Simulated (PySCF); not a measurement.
## A small calculation by hand: entropy of an ideal gas

C2H2N, SMILES [CH2-]C#N, charge -1.

Coordinates come from a PBE-D3(BJ)/def2-TZVPD optimisation.

PBE-D3(BJ)/def2-TZVPD (PySCF) gives the harmonic wavenumbers 396, 421, 541, 1012, 1049, 1370, 2088, 3020, 3080 cm⁻¹ and the rotational temperatures 12.9212, 0.4844, 0.4699 K. The molar mass is 40.05 g/mol, the symmetry number 1, the spin multiplicity 1.

Question: Work out the entropy at 298.15 K and 1 atm in the rigid-rotor, harmonic-oscillator model.

Answer: 
Translation (Sackur–Tetrode at 1 atm): S = R[1.5 ln M + 2.5 ln T − 1.16487] = 154.8 J/(mol K).
Rotation: q = (√π/σ) T^1.5/√(θA θB θC) = 5320, S = R[ln q + 3/2] = 83.8 J/(mol K).
Vibration: with u = 1.4388 ν/T, each mode gives R[u/(e^u − 1) − ln(1 − e^−u)]:
```tsv
ν (cm⁻¹)	modes	u	S (J/(mol K))
396	1	1.91	4.09
421	1	2.03	3.72
541	1	2.61	2.36
1012	1	4.88	0.37
1049	1	5.06	0.32
1370	1	6.61	0.09
```
The stiffer modes add less than 0.005 each. Sum 10.9 J/(mol K).
Spin: R ln 1 = 0.0 J/(mol K).
Total 249.5 J/(mol K); the program's own thermochemistry gives 249.5. Translation makes up 62 % and vibration 4 %. Anharmonicity, hindered rotation and orbital degeneracy are left out.
